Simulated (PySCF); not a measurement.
GeH$_{6}$NSi (calculated)

Computed with PySCF 2.14.0. Calculation on a computer-drawn molecule: optimised geometry and harmonic frequencies of an isolated molecule of the commonest isotopes, restricted reference for singlets and unrestricted otherwise, frozen core in MP2; on germanium a core potential holds 10 electrons, which the energies leave out, and 3d is frozen in MP2 and coupled-cluster steps.

```json
{"formula": "GeH6NSi", "start_structure": {"atoms_angstrom": [["N", 2.0104, 2.3467, -0.5219], ["Si", 0.4062, 2.4305, -1.1636], ["Ge", -0.6785, 0.5373, -0.4149], ["H", 2.6033, 1.5271, -0.7309], ["H", 2.6053, 3.1223, -0.5095], ["H", -0.0465, 3.7104, -0.5528], ["H", -2.1664, 0.5714, -0.8735], ["H", -0.8243, 0.0795, 1.0508], ["H", -0.1791, -0.7051, -1.1131]]}, "given": {"charge": 0, "multiplicity": 2, "method": "HF", "basis": "cc-pV(D+d)Z", "basis_and_core_potential_on_germanium": "cc-pVDZ-PP ECP10MDF", "drawn_bonds_atom": [1, 2, 1, 1, 2, 3, 3, 3], "drawn_bonds_other_atom": [2, 3, 4, 5, 6, 7, 8, 9], "drawn_bonds_order": [1, 1, 1, 1, 1, 1, 1, 1]}, "results": {"optimised_atom_element": ["N", "Si", "Ge", "H", "H", "H", "H", "H", "H"], "optimised_atom_x [angstrom]": [2.086, 0.437, -0.7861, 2.652, 2.64, -0.1119, -2.212, -0.878, -0.09605], "optimised_atom_y [angstrom]": [2.31, 2.448, 0.4699, 1.557, 3.14, 3.656, 0.5266, 0.2867, -0.7734], "optimised_atom_z [angstrom]": [-0.5696, -1.076, -0.4439, -0.9138, -0.4665, -0.4033, -1.009, 1.078, -1.026], "modes_frequency [cm^-1]": [94.02, 145.3, 226.1, 349.3, 422.8, 449.7, 517.4, 666.7, 743.8, 852.8, 890.8, 962.3, 964.9, 968.8, 1695, 2190, 2197, 2211, 2265, 3765, 3858], "modes_reduced_mass [dalton]": [1.188, 2.765, 1.109, 5.999, 1.108, 1.212, 1.169, 1.172, 1.054, 3.319, 1.18, 1.06, 1.042, 1.165, 1.109, 1.023, 1.021, 1.014, 1.042, 1.051, 1.095], "rotational_constants [GHz]": [15.71, 2.2, 2.006], "total_energy [hartree]": -640.2405, "spin_squared": 0.7586, "convergence_status_largest_gradient_component [hartree/bohr]": 2.772e-05}}
```
